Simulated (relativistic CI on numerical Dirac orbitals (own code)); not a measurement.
## Slater and spin-orbit integrals, Rh43+

Computed by Dirac-Coulomb-Breit CI, separate exchange-only KLI orbitals for each configuration, model QED (radiative potential, 1s self-energy scaled to tabulated hydrogen-like ionisation energies), unscaled Slater integrals (own radial code, finite nucleus).

Slater integrals F^k, G^k are unscaled and averaged over j, outside the closed core (none); ζ comes from projecting the Hamiltonian with its Breit term on Σ l·s of the shell.

- 1s 2s: G^0(1s,2s) = 234710 cm⁻¹; <r>(1s) = 0.03216, <r^2>(1s) = 0.001394, <r>(2s) = 0.1299, <r^2>(2s) = 0.0198 (bohr units).
- 1s 2p: G^1(1s,2p) = 480140, ζ(2p) = 987670 cm⁻¹; <r>(1s) = 0.03217, <r^2>(1s) = 0.001394, <r>(2p) = 0.1106, <r^2>(2p) = 0.01477 (bohr units).
- 1s 3s: G^0(1s,3s) = 61448 cm⁻¹; <r>(1s) = 0.03213, <r^2>(1s) = 0.001391, <r>(3s) = 0.2959, <r^2>(3s) = 0.09977 (bohr units).

Averages of the first 10 configurations, taken without configuration mixing, which lowers the lowest level and can move excited configurations by several eV; other configurations of the list can lie among them:

| Configuration | Parity | States | Average energy above the lowest level (eV) |
| --- | --- | --- | --- |
| 1s2 | even | 1 | 0.0 |
| 1s 2s | even | 4 | 20610.2 |
| 1s 2p | odd | 12 | 20779.4 |
| 1s 3s | even | 4 | 24460.3 |
| 1s 3p | odd | 12 | 24509.6 |
| 1s 3d | even | 20 | 24542.6 |
| 1s 4s | even | 4 | 25794.7 |
| 1s 4p | odd | 12 | 25815.4 |
| 1s 4d | even | 20 | 25829.3 |
| 1s 4f | odd | 28 | 25834.3 |
